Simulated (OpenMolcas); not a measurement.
**Os2+ in a point-charge field**

Os2+ among 3 point charges of -0.8 e arranged as a planar triangle (D3h), 2.22 Å from the ion.

```json
{
  "Program": "OpenMolcas",
  "Method": "CASSCF",
  "Basis": "ANO-RCC-VDZP [7s6p4d2f1g]",
  "Scalar Hamiltonian": "DKH2, point nucleus",
  "Active space": "6 electrons in 5 orbitals (5d)",
  "State averaging": "2S+1 = 5 even, 5 roots; 2S+1 = 3 even, 45 roots; 2S+1 = 1 even, 50 roots",
  "Spin-orbit coupling": "state interaction with AMFI integrals over the reference wave functions"
}
```

The lowest spin-free states (labels of D3, the rotations of D3h), above the lowest:

| State | Degeneracy | E (cm-1) | Free-ion L (%) |
| --- | --- | --- | --- |
| 5A1 | 1 | 0.0 | D (100) |
| 5E | 2 | 1159 | D (100) |
| 5E | 2 | 5529 | D (100) |
| 3E | 2 | 15616 | H (100) |
| 3E | 2 | 16394 | H (88) |
| 2S+1 = 3 | 2 | 16620 | H (72) |
| 3E | 2 | 16683 | G (42) |
| 3E | 2 | 17313 | P (36) |
| 3A2 | 1 | 17772 | H (50) |
| 3E | 2 | 18213 | H (57) |
| 3E | 2 | 18221 | H (70) |
| 3E | 2 | 18600 | P (54) |
| 3A2 | 1 | 19577 | F (73) |
| 3A1 | 1 | 19616 | F (72) |
| 3A1 | 1 | 20198 | G (91) |
| 3A2 | 1 | 20402 | F (41) |
| 3A2 | 1 | 21937 | P (76) |
| 3E | 2 | 22951 | G (43) |
| 1A1 | 1 | 23434 | I (100) |
| 1A2 | 1 | 23435 | I (100) |

The lowest levels with spin-orbit coupling:

| E (cm-1) | Degeneracy | Label | 2S+1 | g |
| --- | --- | --- | --- | --- |
| 0.0 | 1 | A1 | 5 (87 %) |  |
| 183.4 | 2 | E | 5 (87 %) | 0.00 0.00 3.22 |
| 764.9 | 2 | E | 5 (88 %) | 0.00 0.00 6.41 |
| 1916 | 1 | A1 | 5 (89 %) |  |
| 1916 | 1 | A2 | 5 (89 %) |  |
| 4658 | 2 | E | 5 (81 %) | 0.00 0.00 7.00 |
| 4813 | 2 | E | 5 (87 %) | 0.00 0.00 11.70 |
| 5452 | 2 | E | 5 | 0.00 0.00 3.55 |
| 5681 | 1 | A2 | 5 |  |
| 6821 | 1 | A1 | 5 (83 %) |  |
| 7103 | 2 | E | 5 (85 %) | 0.00 0.00 4.56 |
| 8203 | 1 | A1 | 5 |  |
| 8205 | 1 | A2 | 5 |  |
| 8889 | 2 | E | 5 (80 %) | 0.00 0.00 4.30 |
| 10370 | 2 | E | 5 (79 %) | 0.00 0.00 0.63 |
| 11655 | 1 | A1 | 5 (78 %) |  |
| 12268 | 1 | A2 | 5 (87 %) |  |
| 15204 | 2 | E | 3 (76 %) | 0.00 0.00 1.35 |
| 15241 | 1 | A1 | 3 (74 %) |  |
| 15460 | 2 | E | 3 (78 %) | 0.00 0.00 3.44 |

Electric-dipole absorption from the lowest level at this geometry, strongest bands:

```
E (cm-1)  λ (nm)  Label         f
    8205    1220     A2  5.55e-06
   16452     608     A2  4.29e-06
   17160     583      E  1.05e-04
   18926     528      E  4.15e-05
   19177     521     A2  1.67e-05
   21780     459         2.17e-06
   26043     384     A2  1.70e-06
   27042     370     A2  1.02e-06
```

Powder χT (cm3 K/mol): 0.0803 at 2 K, 0.401 at 10 K, 1.98 at 50 K, 3.37 at 100 K, 4.31 at 200 K, 4.63 at 300 K. The effective moment at 300 K is 2.828 √(χT) = 6.08 μB.

Spin-orbit coupling mixes the spin-free states strongly: the lowest level takes only 55 % from its leading state, 5A1. Without dynamic correlation the repulsion within the d shell is too large (B by tens of per cent), so at a given field states of lower spin stand too high. Point charges give a weaker field than real ligands, and real ions of this kind are as a rule low spin; the high spin found here belongs to the model. Point charges carry no covalency, so the field is a model and not that of real ligands. An unlabelled pair can be two single states that coincide in this model. No measured value stands beside these numbers.

The RASSCF and RASSI steps took 25 s on 1 thread of Arm Neoverse V2, on a shared host; the integral step is not counted.

A state without a sure symmetry label is named by its multiplicity alone. With an even number of electrons the g values are those of a degenerate or nearly degenerate non-Kramers pair.
